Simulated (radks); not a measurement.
Task: Ag+, 46 electrons, occupied as [Kr] 4d9 5d1 (not the ground configuration). Method: scalar-relativistic Kohn-Sham, r2SCAN, spin-unpolarised, spherical densities, finite nucleus; meta-GGA in the generalised Kohn-Sham scheme; Fermi nuclear charge, rms radius 4.5454 fm; computed with a radial shooting solver on a logarithmic mesh with Libxc functionals. Some entries of the table are withheld. Estimate them.

orbital  occ.  eigenvalue (eV)  <r^2> (bohr^2)  <1/r> (bohr^-1)
1s          2        -25397.12             (1)            49.43
2s          2              (2)         0.02145            11.25
2p          6        -3379.140         0.01692            10.85
3s          2        -711.0446          0.1546            3.957
3p          6        -582.1321          0.1564            3.763
3d         10        -379.3377             (3)              (4)
4s          2        -115.1090          0.9438            1.505
4p          6         -77.6218           1.139            1.356
4d          9         -23.9830           2.043            1.024
5d          1              (5)           39.66           0.2055

Result: 
(1) 1s <r^2> (bohr^2): 0.001309
(2) 2s eigenvalue (eV): -3768.457
(3) 3d <r^2> (bohr^2): 0.1424
(4) 3d <1/r> (bohr^-1): 3.529
(5) 5d eigenvalue (eV): -3.9353
